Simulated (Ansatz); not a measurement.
Process, species as SMILES: [SiH3]c1nccs1 [1,3-thiazol-2-ylsilane] + 8 [H][H] (H2) -> 3 C (CH4) + N (NH3) + S (H2S) + [SiH4] (SiH4)
Each molecule is optimised on its own at B3LYP-D3(BJ)/def2-TZVP (Ansatz, a quantum-chemistry and plane-wave program). Unstable Hartree-Fock reference: [SiH3]c1nccs1.
Geometry of the first species:
SMILES: [SiH3]c1nccs1
```xyz
11

Si     2.2045     0.2241     0.0526
C      0.3326     0.2107     0.0713
N     -0.3969     1.2311     0.4463
C     -1.7327     0.9607     0.3661
C     -2.0526    -0.2900    -0.0782
S     -0.6224    -1.1685    -0.4110
H      2.7185     0.4670     1.4174
H      2.6899     1.2827    -0.8583
H      2.6598    -1.1001    -0.4278
H     -2.4477     1.7200     0.6473
H     -3.0307    -0.7183    -0.2194
```

Quantity: energy of full hydrogenation (electronic energy difference), in kcal/mol. Valence correlation only, unless marked. Spin-orbit coupling is left out. No relativistic terms. Basis-set limits of correlation are two-point, X^-3; Hartree-Fock from the larger set.

```
level                                                             program  energy of full hydrogenation (kcal/mol)  minus last row
---------------------------------------------------------  --------------  ---------------------------------------  --------------
RI-HF/aug-cc-pV(Q+d)Z                                              Ansatz                                   -171.8           -31.2
BLYP-D3(BJ)/def2-TZVPD                                     Ansatz + dftd3                                   -125.0            15.6
PBE0/STO-3G                                                        Ansatz                                   -134.2             6.4
B2GP-PLYP-D4/def2-TZVPD                                    Ansatz + dftd4                                   -137.3             3.3
B2GP-PLYP/def2-TZVPD                                               Ansatz                                   -139.5             1.1
CCSD(T) with core electrons (1s frozen past Ne)/cc-pwCVTZ          Ansatz                                   -141.4            -0.8
CCSD(T)/CBS(cc-pV(T+d)Z,cc-pV(Q+d)Z)                               Ansatz                                   -140.6             0.0
```
